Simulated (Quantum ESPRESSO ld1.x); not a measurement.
Input file for ld1.x (Quantum ESPRESSO 7.5):

```
 &input
    atom='Ce',
    iswitch=1,
    rel=1,
    lsd=1,
    dft='PW',
    config='[Ar] 3d3 4s0 4p0',
    verbosity='high',
    prefix='ld1',
    max_out_wfc=37,
    file_charge='ld1.rho',
 /
```

Standard output:

```
     Program LD1 v.7.5 starts

     --------------------------- All-electron run ----------------------------

     scalar relativistic calculation

     atomic number is 58.00
     dft =PW   lsd =1 sic =0 latt =0  beta=0.20 tr2=1.0E-14
     Exchange-correlation= PW
                           (   1   4   0   0   0   0   0)
     mesh =2085 r(mesh) = 100.64072 a.u. xmin = -8.00 dx = 0.00800
     1 Ry =  13.60569312 eV, c = 137.03599908

     n l     nl                  e(Ry)          e(Ha)          e(eV)
     1 0     1S 1( 1.00)   -3098.076521526   -1549.038260763 -42151.4784234
     2 0     2S 1( 1.00)    -611.614286415    -305.807143208  -8321.4362906
     2 1     2P 1( 3.00)    -563.199634576    -281.599817288  -7662.7213950
     3 0     3S 1( 1.00)    -220.961697987    -110.480848993  -3006.3370547
     3 1     3P 1( 3.00)    -205.795268240    -102.897634120  -2799.9872658
     3 2     3D 1( 3.00)    -187.133026762     -93.566513381  -2546.0745353
     4 0     4S 1( 0.00)    -111.429266275     -55.714633138  -1516.0724019
     4 1     4P 1( 0.00)    -105.370358050     -52.685179025  -1433.6367559
     1 0     1S 2( 1.00)   -3098.051028617   -1549.025514308 -42151.1315747
     2 0     2S 2( 1.00)    -610.718604190    -305.359302095  -8309.2499131
     2 1     2P 2( 3.00)    -562.497326819    -281.248663409  -7653.1660112
     3 0     3S 2( 1.00)    -220.002297395    -110.001148698  -2993.2837447
     3 1     3P 2( 3.00)    -204.808979590    -102.404489795  -2786.5681251
     3 2     3D 2( 0.00)    -185.917507810     -92.958753905  -2529.5365575
     4 0     4S 2( 0.00)    -111.105065224     -55.552532612  -1511.6614218
     4 1     4P 2( 0.00)    -105.045053005     -52.522526503  -1429.2107553

     final scf error:  7.5E-15 reached in  19 iterations

     Etot =  -15625.815421 Ry,   -7812.907711 Ha, -212600.049420 eV
     Total magnetization:    3.00 Bohr mag.

     Ekin =   16671.796346 Ry,    8335.898173 Ha,  226831.344896 eV
     Encl =  -34709.837071 Ry,  -17354.918536 Ha, -472251.391542 eV
     Eh   =    2686.071691 Ry,    1343.035846 Ha,   36545.867138 eV
     Exc  =    -273.846388 Ry,    -136.923194 Ha,   -3725.869913 eV

     normalization and overlap integrals

     s(1S/1S) =  1.000000  <r> =   0.0246  <r2> =    0.0008  r(max) =   0.0158
     s(1S/2S) = -0.018456
     s(1S/3S) = -0.008476
     s(1S/4S) = -0.004985
     s(2S/2S) =  1.000000  <r> =   0.1046  <r2> =    0.0129  r(max) =   0.0889
     s(2S/3S) = -0.005291
     s(2S/4S) = -0.002944
     s(2P/2P) =  1.000000  <r> =   0.0917  <r2> =    0.0102  r(max) =   0.0716
     s(2P/3P) = -0.004323
     s(2P/4P) = -0.002339
     s(3S/3S) =  1.000000  <r> =   0.2614  <r2> =    0.0778  r(max) =   0.2455
     s(3S/4S) = -0.002194
     s(3P/3P) =  1.000000  <r> =   0.2555  <r2> =    0.0754  r(max) =   0.2378
     s(3P/4P) = -0.001964
     s(3D/3D) =  1.000000  <r> =   0.2273  <r2> =    0.0599  r(max) =   0.1901
     s(4S/4S) =  1.000000  <r> =   0.5042  <r2> =    0.2857  r(max) =   0.5044
     s(4P/4P) =  1.000000  <r> =   0.5073  <r2> =    0.2914  r(max) =   0.5084
     s(1S/1S) =  1.000000  <r> =   0.0246  <r2> =    0.0008  r(max) =   0.0158
     s(1S/2S) = -0.018473
     s(1S/3S) = -0.008448
     s(1S/4S) = -0.004970
     s(2S/2S) =  1.000000  <r> =   0.1045  <r2> =    0.0129  r(max) =   0.0889
     s(2S/3S) = -0.005281
     s(2S/4S) = -0.002940
     s(2P/2P) =  1.000000  <r> =   0.0916  <r2> =    0.0102  r(max) =   0.0716
     s(2P/3P) = -0.004313
     s(2P/4P) = -0.002337
     s(3S/3S) =  1.000000  <r> =   0.2619  <r2> =    0.0781  r(max) =   0.2455
     s(3S/4S) = -0.002181
     s(3P/3P) =  1.000000  <r> =   0.2561  <r2> =    0.0757  r(max) =   0.2378
     s(3P/4P) = -0.001953
     s(3D/3D) =  1.000000  <r> =   0.2280  <r2> =    0.0603  r(max) =   0.1901
     s(4S/4S) =  1.000000  <r> =   0.5054  <r2> =    0.2871  r(max) =   0.5044
     s(4P/4P) =  1.000000  <r> =   0.5087  <r2> =    0.2929  r(max) =   0.5084

     ------------------------ End of All-electron run ------------------------
```

Run on one thread of a shared host, so times are rough (Intel(R) Xeon(R) Processor @ 2.60GHz): 0.62 s of CPU time, 0.64 s wall, 19 iterations on 2085 mesh points.
